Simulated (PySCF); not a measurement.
**Ionisation energy of Si¹³⁺ by level of theory**

Si¹³⁺ 1s1 (2S) → Si¹⁴⁺ (bare nucleus), as a difference of total energies. Computed with PySCF 2.14 in an uncontracted even-tempered set (17 s from 7.3 bohr⁻², ratio 2.2; 7 p from 11 bohr⁻², ratio 2.4; 4 d from 34 bohr⁻², ratio 2.4; 3 f from 51 bohr⁻², ratio 2.4; 3 g from 76 bohr⁻², ratio 2.4), with the spin-free X2C one-electron Hamiltonian (Gaussian nucleus). The calculations carry no spin-orbit coupling.

```tsv
method	ionisation energy (eV)
UHF	2673.7
LDA	2658.2
PBE	2671.5
PBE0	2672.1
r2SCAN	2673.8
B97-3	2673.0
revPBE	2673.2
```

For comparison: 2673.2 eV (theoretical estimate listed by NIST; NIST Atomic Spectra Database, ionization energies).
